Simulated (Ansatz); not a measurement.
Frontier orbitals of C2H9PSi2, SMILES `[SiH3][Si]1(P)CC1`.

Total charge 0; spin multiplicity 1. The structure was optimised at the PBE0-D4/def2-TZVP level. It is one conformer, not always the lowest. Basis def2-TZVPP, Ansatz 0.2.0.

Orbital energies of one run (eV). Highest occupied ones, from the top: -6.34, -7.29, -7.64, -8.66, -9.49, -9.56, -9.86, -10.56, -10.88, -12.55, -13.00, -14.98, -16.27, -17.57. Empty: -0.69, -0.47, -0.15, 0.30, 0.49, 0.79.

Which functional gave them?
A. ωB97X-V
B. HSE06 (plane-wave form)
C. ωB97M-V
D. LC-ωPBE

B. HOMO energies: HSE06 -6.34, ωB97M-V -8.83, LC-ωPBE -9.31, ωB97X-V -8.97 eV.

LC-ωPBE has ω = 0.4 bohr⁻¹.
